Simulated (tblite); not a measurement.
Record of a relaxation.

C6H6NO2 (doublet state).
Atom-mapped SMILES: `[CH2:1]=[C:2]1[C@@H:3]([CH:4]=[O:5])[C@@H:6]1[NH:7][C:8]=[O:9]` (hydrogens: H10, H11 on C1; H12 on C3; H13 on C4; H14 on C6; H15 on N7)
Bond orders are those of one Lewis drawing.

Computed with GFN2-xTB (tblite), gas phase: L-BFGS steps from a force-field or distance-geometry start until the largest atomic force falls under 0.01 eV/Å. 4 of its 118 geometries are shown.

Step 0: E = -728.2917 eV, largest atomic force 4.453 eV/Å
```
atom  x, y, z in Å  |  force x, y, z in eV/Å
C1     -0.055    1.869   -1.199   -0.163   0.979  -0.258
C2     -0.121    0.803   -0.450    0.226   2.118  -1.600
C3     -0.463    0.266    0.822   -0.232  -1.457   0.249
C4     -1.916    0.179    1.090   -0.681   0.717   1.491
O5     -2.476    0.989    1.824    0.413  -0.881  -0.808
C6      0.150   -0.585   -0.350   -0.555  -0.141   0.352
N7      1.517   -0.984   -0.309    1.409  -3.898   1.629
C8      1.853   -2.180    0.203   -0.707   3.995  -1.676
O9      2.139   -3.237    0.640    0.178  -1.187   0.489
H10    -0.418    2.829   -0.824    0.263  -0.390  -0.260
H11     0.323    1.827   -2.211   -0.084   0.081   0.111
H12     0.156    0.530    1.659    0.152  -0.002   0.334
H13    -2.465   -0.674    0.659    0.082   0.139  -0.229
H14    -0.491   -1.234   -0.928   -0.126  -0.383   0.259
H15     2.263   -0.391   -0.648   -0.175   0.313  -0.083
```

Step 39: E = -729.3337 eV, largest atomic force 0.089 eV/Å
```
atom  x, y, z in Å  |  force x, y, z in eV/Å
C1     -0.074    1.892   -1.365    0.004  -0.013   0.006
C2     -0.118    0.837   -0.590   -0.042  -0.010  -0.004
C3     -0.421    0.342    0.776   -0.010   0.006  -0.009
C4     -1.812    0.063    1.169    0.032  -0.056  -0.061
O5     -2.286    0.285    2.248   -0.001   0.033   0.037
C6      0.199   -0.548   -0.324   -0.024   0.004   0.029
N7      1.586   -0.957   -0.191    0.036   0.002  -0.013
C8      1.977   -2.138    0.238   -0.019  -0.031  -0.005
O9      1.407   -3.140    0.565    0.023   0.051  -0.036
H10    -0.408    2.854   -1.013   -0.043  -0.013  -0.052
H11     0.282    1.834   -2.381    0.037   0.006   0.031
H12     0.211    0.692    1.587    0.014  -0.049  -0.010
H13    -2.404   -0.408    0.358   -0.037   0.049   0.019
H14    -0.414   -1.355   -0.709   -0.035   0.017   0.025
H15     2.272   -0.246   -0.391    0.064   0.004   0.042
```

Step 78: E = -729.3623 eV, largest atomic force 0.096 eV/Å
```
atom  x, y, z in Å  |  force x, y, z in eV/Å
C1     -0.112    1.800   -1.436    0.029   0.015   0.002
C2     -0.119    0.800   -0.591    0.037  -0.020  -0.024
C3     -0.435    0.378    0.795   -0.009   0.022   0.036
C4     -1.832    0.166    1.197   -0.036   0.002   0.060
O5     -2.265    0.343    2.304    0.018   0.004  -0.017
C6      0.211   -0.564   -0.240   -0.019   0.020  -0.012
N7      1.601   -0.939   -0.024   -0.083  -0.020  -0.043
C8      2.039   -2.170    0.082    0.045  -0.031   0.026
O9      1.532   -3.253    0.017   -0.021  -0.029  -0.037
H10    -0.494    2.767   -1.155   -0.012  -0.002  -0.046
H11     0.273    1.689   -2.437    0.000   0.009   0.003
H12     0.210    0.736    1.588   -0.002   0.040   0.082
H13    -2.481   -0.173    0.368   -0.029  -0.046  -0.027
H14    -0.369   -1.402   -0.606    0.006  -0.015   0.000
H15     2.237   -0.170    0.115    0.075   0.050  -0.002
```

Step 117: E = -729.3733 eV, largest atomic force 0.008 eV/Å
```
atom  x, y, z in Å  |  force x, y, z in eV/Å
C1     -0.094    1.746   -1.468    0.000   0.000  -0.001
C2     -0.117    0.792   -0.572   -0.001  -0.007  -0.003
C3     -0.452    0.423    0.828    0.000   0.001  -0.001
C4     -1.851    0.192    1.224   -0.001   0.004   0.005
O5     -2.308    0.451    2.304    0.001  -0.003  -0.006
C6      0.213   -0.555   -0.159   -0.001   0.000  -0.001
N7      1.597   -0.943    0.068   -0.001  -0.005   0.003
C8      2.059   -2.165   -0.055   -0.006  -0.001   0.002
O9      1.572   -3.221   -0.345    0.003   0.007  -0.001
H10    -0.497    2.724   -1.263    0.000   0.001   0.002
H11     0.322    1.581   -2.449    0.001   0.001  -0.001
H12     0.165    0.839    1.618   -0.001  -0.002   0.001
H13    -2.471   -0.257    0.423    0.003   0.001   0.003
H14    -0.367   -1.403   -0.505    0.000   0.001   0.001
H15     2.225   -0.197    0.330    0.002   0.002  -0.002
```

Problem. Summarise the path.

Solution. The energy falls by 1.0815 eV from step 0 to step 117; nine tenths of that is first reached at step 28. It never rises by more than 0.2 meV. The largest force goes from 4.453 to 0.008 eV/Å. Among the bonds C2–C3 changes most, from 1.422 to 1.486 Å; the atoms move by 0.526 Å rms after alignment.

Problem. Follow the three bonds and two angles with the largest change from start to end.

Solution. 
```
step  E above end (eV)  largest force (eV/Å)  C2–C3 (Å)  C3–C6 (Å)  N7–C8 (Å)  N7–C8–O9 (°)  C6–N7–H15 (°)
   0            1.0815                 4.453      1.422      1.573      1.344         179.2          122.3
   5            0.6197                 1.460      1.493      1.506      1.254         169.6          111.7
  10            0.3075                 0.491      1.475      1.524      1.301         145.7          110.6
  15            0.2006                 0.432      1.490      1.533      1.315         136.8          113.1
  20            0.1435                 0.374      1.486      1.532      1.309         135.0          113.4
  25            0.1192                 0.166      1.483      1.534      1.314         133.9          115.3
  31            0.0771                 0.219      1.493      1.538      1.315         135.2          117.3
  36            0.0471                 0.119      1.483      1.543      1.313         134.1          116.4
  41            0.0376                 0.086      1.484      1.543      1.318         134.3          116.0
  46            0.0336                 0.061      1.483      1.545      1.315         134.0          116.5
  51            0.0314                 0.064      1.483      1.545      1.316         134.1          116.4
  56            0.0291                 0.046      1.484      1.545      1.316         133.8          116.2
  61            0.0265                 0.110      1.482      1.544      1.314         134.5          116.4
  66            0.0216                 0.172      1.485      1.545      1.317         133.8          115.8
  71            0.0170                 0.133      1.484      1.545      1.314         134.6          116.1
  76            0.0120                 0.075      1.484      1.542      1.313         134.4          115.4
  81            0.0089                 0.073      1.483      1.544      1.313         134.8          115.0
  86            0.0058                 0.120      1.486      1.541      1.312         134.6          115.3
  92            0.0016                 0.040      1.485      1.541      1.313         134.6          115.9
  97            0.0010                 0.031      1.485      1.542      1.312         134.5          115.9
 102            0.0005                 0.024      1.485      1.540      1.312         134.4          115.7
 107            0.0002                 0.013      1.486      1.541      1.312         134.4          115.9
 112            0.0001                 0.014      1.486      1.540      1.312         134.4          115.8
 117            0.0000                 0.008      1.486      1.540      1.312         134.4          115.8
```

The cost below is that of the whole relaxation. Time: 0.42 s of wall time. Hardware: an AMD EPYC 9R45 with one thread (shared host).
